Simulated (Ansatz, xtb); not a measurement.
## Relative energy of two isomers of C7H9Cl

We compare a, `C=C1CCC=C1CCl`, a singlet, with b, `CCC1=CC=C(Cl)C1`, a singlet. Both are isolated molecules in the gas phase, relaxed with PBE0-D3(BJ)/def2-SVP, each in the lowest conformer that the search found.

Quicker runs give these differences E(b) − E(a): GFN2-xTB −7.18 kcal/mol; HF/STO-3G −2.10 kcal/mol (at GFN2-xTB geometries); r2SCAN-D4/def2-SVP −2.48 kcal/mol (at GFN2-xTB geometries).

**Question.** Estimate E(b) − E(a) at the level CCSD(T)/def2-SVP + ΔMP2/def2-TZVPP.

**Answer.** Too close to call at this level: CCSD(T)/def2-SVP + ΔMP2/def2-TZVPP gives E(b) − E(a) = −0.83 kcal/mol.

The same difference at several levels:

| level | geometry | E(b) − E(a) (kcal/mol) | departure from the last row (kcal/mol) | job, with rough time for the two |
| --- | --- | --- | --- | --- |
| GFN2-xTB | GFN2-xTB | −7.18 | −6.35 | optimisation, 0.15 s |
| HF/STO-3G | GFN2-xTB | −2.10 | −1.26 | single point, 0.52 s |
| r2SCAN-D4/def2-SVP | GFN2-xTB | −2.48 | −1.64 | single point, 5.2 s |
| PBE0-D3(BJ)/def2-SVP | PBE0-D3(BJ)/def2-SVP | −2.34 | −1.51 | optimisation, 38 s |
| HF/def2-SVP | PBE0-D3(BJ)/def2-SVP | +1.02 | +1.86 | part of the CCSD(T) run |
| MP2/def2-SVP | PBE0-D3(BJ)/def2-SVP | −4.06 | −3.23 | part of the CCSD(T) run |
| CCSD(T)/def2-SVP | PBE0-D3(BJ)/def2-SVP | −2.09 | −1.26 | single point |
| CCSD(T)/def2-SVP + ΔMP2/def2-TZVPP | PBE0-D3(BJ)/def2-SVP | −0.83 |  | single point, 2.6 min |

As drawn, both hold the same kinds of bond in the same numbers. Structure a has 0 methyl groups, b 1.

The largest departure from CCSD(T)/def2-SVP + ΔMP2/def2-TZVPP is that of GFN2-xTB, 6.35 kcal/mol. The last row adds to CCSD(T) the change of the MP2 difference between the two basis sets, here +1.26 kcal/mol.

With thermal terms from frequencies at re-optimised GFN2-xTB minima (ideal gas, soft modes damped towards free rotors, one conformer each, 298.15 K, 1 atm): the zero-point term adds +0.22 kcal/mol; ΔH is −0.54 and ΔG −0.39 kcal/mol.

The correlated steps freeze 12 core orbitals. Codes used: Ansatz 0.2.0, xtb 6.7.1; the last row on 4 threads of Arm Neoverse V1 on a shared host.
